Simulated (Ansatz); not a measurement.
`C=C(N)S[SiH3]`, charge 0, multiplicity 1.

Give a relaxed structure at PBE0-D4/def2-TZVP (Ansatz). (Estimate.)

Ansatz gave: 
Z-matrix (Å, degrees):
```
Si
S 1 2.145
H 1 1.483 2 110.7
H 1 1.485 2 113.1 3 -123.9
H 1 1.485 2 103.7 3 118.7
C 2 1.773 1 99.1 3 50.1
N 6 1.388 2 114.1 1 45.0
C 6 1.333 2 120.4 1 -133.0
H 7 1.010 6 114.4 2 44.0
H 7 1.010 6 114.2 2 175.4
H 8 1.080 6 121.0 2 6.6
H 8 1.084 6 120.7 2 -174.2
```
This is one stationary point; other conformers may exist.
